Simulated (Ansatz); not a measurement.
Isolated molecules relaxed with PBE0-D4/def2-TZVP in Ansatz; ΔE leaves out vibrations. CCSD(T)/CBS adds triple-zeta CCSD(T) − MP2 to the extrapolated MP2 energy (def2 sets, frozen cores). Functionals use def2-TZVPP. B3LYP here is the variant with VWN-RPA as its local correlation; programs differ in this. For Se outer-core shells are correlated without core-valence functions, which leaves a few kJ/mol of doubt a bond. Scalar relativity is left out up to krypton. One conformer a species, not always the lowest.

Consider the cleavage of the Al–Si bond: `C[Si](O)(F)[AlH][OH]` + `C[SeH]` → `C[Se][AlH][OH]` + `C[SiH](O)F`.

CCSD(T)/CBS gives -137.3 kJ/mol.

**Question.** Another level gave -135.9 kJ/mol. Which?
A. B3LYP/def2-TZVPP
B. r2SCAN-D4/def2-TZVPP
C. MP2/def2-TZVPP
D. PBE-D4/def2-TZVPP

**Answer.** B. r2SCAN-D4 -135.9, PBE-D4 -119.1, MP2/def2-TZVPP -145.5, B3LYP -128.8 kJ/mol.

Largest T1 diagnostic among the species: 0.013.

From PBE to PBE0 (25 % exact exchange), in def2-TZVPP and without D4, ΔE moves by −7.7 kJ/mol.
